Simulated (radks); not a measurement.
The numbers below are computed, except where a source is named.
Numerical settings for neutral phosphorus, [Ne] 3s2 3p3. Level of theory: scalar-relativistic Kohn-Sham, PBE, spin-polarised, spherical densities, finite nucleus; open shells are filled with parallel spins first; Fermi nuclear charge, rms radius 3.1889 fm (a radial shooting solver on a logarithmic mesh with Libxc functionals). The defaults (mesh step 0.008 in ln r, mesh end at 40 bohr or more with all orbitals vanishing there, Anderson mixing 0.5 over 9 steps, residual threshold near 1e-9 with the energy settled to 1e-9 hartree or 1e-11 of itself, here a cap of 52 iterations) give E = -341.9706 hartree and 3p at -6.283 eV in 17 iterations. Run on one thread of a shared host, so times are rough (Arm Neoverse N1): 0.16 s of CPU time, 0.16 s wall, 17 iterations on 2309 mesh points. Changes against that run (0 stands for a change within the tolerance of the run):

[
 {"setting": "mesh step in ln r 0.005", "iterations": "21", "converged": "yes", "E (mhartree)": "0", "e(3p) (meV)": "0", "CPU (s)": "0.29"},
 {"setting": "mesh step in ln r 0.08", "iterations": "14", "converged": "yes", "E (mhartree)": "-0.00244", "e(3p) (meV)": "-0.0343", "CPU (s)": "0.03"},
 {"setting": "mesh step in ln r 0.03", "iterations": "14", "converged": "yes", "E (mhartree)": "0", "e(3p) (meV)": "0", "CPU (s)": "0.05"},
 {"setting": "mesh end (bohr) 8", "iterations": "17", "converged": "yes", "E (mhartree)": "+1.04", "e(3p) (meV)": "+65.5", "CPU (s)": "0.15"},
 {"setting": "mesh end (bohr) 3", "iterations": "18", "converged": "level above zero", "E (mhartree)": "+1.25e+03", "e(3p) (meV)": "+1.56e+04", "CPU (s)": "0.13"},
 {"setting": "residual threshold 0.001", "iterations": "8", "converged": "yes", "E (mhartree)": "0", "e(3p) (meV)": "+0.0995", "CPU (s)": "0.1"},
 {"setting": "residual threshold 1e-13", "iterations": "52", "converged": "no", "E (mhartree)": "0", "e(3p) (meV)": "0", "CPU (s)": "0.33"},
 {"setting": "mixing 1", "iterations": "16", "converged": "yes", "E (mhartree)": "0", "e(3p) (meV)": "0", "CPU (s)": "0.15"},
 {"setting": "linear mixing, mixing 0.2", "iterations": "52", "converged": "no", "E (mhartree)": "0", "e(3p) (meV)": "-0.0457", "CPU (s)": "0.41"},
 {"setting": "linear mixing, mixing 1", "iterations": "52", "converged": "no", "E (mhartree)": "-3.43e+04", "e(3p) (meV)": "-122", "CPU (s)": "0.67"},
 {"setting": "mixing history 2", "iterations": "28", "converged": "yes", "E (mhartree)": "0", "e(3p) (meV)": "0", "CPU (s)": "0.23"},
 {"setting": "iteration cap 2", "iterations": "2", "converged": "no", "E (mhartree)": "+34.1", "e(3p) (meV)": "-3.48e+03", "CPU (s)": "0.03"}
]

Settled on a wrong energy, with an occupied level pushed above zero by the early mesh end: mesh end (bohr) 3 (+1.25 hartree). Apart from these: settings that end as converged yet miss the energy by more than 1 mhartree: mesh end (bohr) 8 (+0.00104 hartree). A mesh that ends early acts as a hard wall.
